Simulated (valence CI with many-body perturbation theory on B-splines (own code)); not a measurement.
# Cs XLII: one-electron terms

Level of theory: valence CI with perturbative core correlation (CI+MBPT): four valence electrons over a frozen Dirac-Fock core [Ne], a basis of 11 s, 11 p, 10 d, 8 f, 5 g, 2 h functions for each j, with the one-electron correlation potential Σ1, the two-electron term Σ2, the three-electron term Σ3, Breit, model QED; selected CI, second order for the rest, scaled by the run's own slope (own B-spline code, finite nucleus).

The last digits are not significant, and no measured levels were compared; by estimate large intervals hold to a few tenths of a per cent, small ones and those within an open d or f shell to about a per cent. Among the levels kept, up to 650 cm⁻¹ of a level comes from second order outside the variational space, and about a tenth of that is noise between levels of different J, which matters for small intervals.

These are the spectroscopic orbitals of the CI (the correlating ones are not listed), shaped by the core and the other valence electrons. h is the expectation value of the core's Dirac-Fock operator, without the valence repulsion; Σ1 is computed up to l = 3 at one energy for each symmetry, that of its lowest orbital but kept below the first core excitation, so for empty shells it is not the orbital's own correlation shift; Breit and QED include the response of the core.

```csv
Orbital,h (hartree),Σ1 (cm⁻¹),Breit (cm⁻¹),QED (cm⁻¹),⟨r⟩ (bohr)
3s1/2,-128.15,-6625,16028,12450,0.2685
4s1/2,-69.67,-2206,6190,4949,0.4982
5s1/2,-43.694,-1005,2953,2407,0.8016
6s1/2,-29.941,-548,1650,1353,1.175
7s1/2,-21.789,-332,1015,835,1.621
8s1/2,-16.564,-217,669,552,2.137
3p1/2,-124.35,-8460,26708,-66.1,0.2549
4p1/2,-68.084,-2763,10369,-16.2,0.4895
5p1/2,-42.898,-1268,5040,-6.0,0.7964
6p1/2,-29.486,-693,2836,-2.8,1.174
7p1/2,-21.505,-422,1753,-1.5,1.623
8p1/2,-16.375,-276,1159,-0.9,2.143
3p3/2,-120.86,-7732,15933,1169,0.2633
4p3/2,-66.665,-2589,6133,470,0.5007
5p3/2,-42.186,-1200,3147,233,0.8104
6p3/2,-29.08,-660,1772,133,1.191
7p3/2,-21.252,-403,1096,82.5,1.643
8p3/2,-16.207,-265,725,54.8,2.166
3d3/2,-116.06,-9412,12267,-435,0.2276
4d3/2,-64.828,-2601,4386,-148,0.4713
5d3/2,-41.285,-1155,2085,-69.5,0.7859
6d3/2,-28.57,-625,1161,-38.5,1.171
7d3/2,-20.935,-379,715,-23.6,1.628
3d5/2,-115.26,-8769,5831,24.4,0.2301
4d5/2,-64.482,-2416,2068,36.6,0.4745
5d5/2,-41.107,-1074,1002,23.1,0.7898
6d5/2,-28.467,-582,560,14.5,1.176
7d5/2,-20.871,-353,345,9.5,1.634
4f5/2,-63.49,-2218,406,-59.8,0.4163
5f5/2,-40.612,-1079,278,-32.5,0.7352
6f5/2,-28.185,-608,176,-19.3,1.125
7f5/2,-20.695,-377,117,-12.3,1.586
4f7/2,-63.345,-2150,100,20.0,0.4178
5f7/2,-40.537,-1043,68.2,8.2,0.7369
6f7/2,-28.142,-588,41.8,4.3,1.127
7f7/2,-20.668,-364,27.8,2.5,1.588
5g7/2,-40.431,,8.5,-13.0,0.6499
6g7/2,-28.081,,8.5,-7.8,1.041
7g7/2,-20.629,,6.7,-5.0,1.503
5g9/2,-40.388,,1.2,9.7,0.6510
6g9/2,-28.056,,1.1,5.5,1.042
7g9/2,-20.613,,0.9,3.4,1.505
6h9/2,-28.039,,,,0.9262
6h11/2,-28.022,,,,0.9271
```

Among the shells of the start configuration 3s2 3p2, Σ1 is largest in size for 3p1/2, where it is 0.031 % of h.

Lowest root of each symmetry, sizes in configuration state functions:

```
J  Parity  Roots  Reference  Variational  Second order  Change by selected CI (cm⁻¹)  Change by second order (cm⁻¹)
0    even     12         61        21743         59782                         -9028                              0
1    even     17        125        31994        149624                         -7865                            -39
2    even     25        164        31995        276317                         -8758                           -152
3    even     15        123        31995        268469                         -9450                           -157
4    even     10         79        31999        315697                         -9156                           -181
5    even      3         28        31997        144100                         -9785                            -37
0     odd     11         55        24752         40130                         -8588                             -1
1     odd     25        145        31997        149927                         -8926                           -106
2     odd     29        177        31999        232195                         -6762                           -195
3     odd     23        153        31994        268630                         -8176                           -270
4     odd     14        100        31991        260479                         -8738                           -236
5     odd      5         48        31999        183629                        -12473                            -99
6     odd      2         16        22250        116914                         -9105                            -15
```
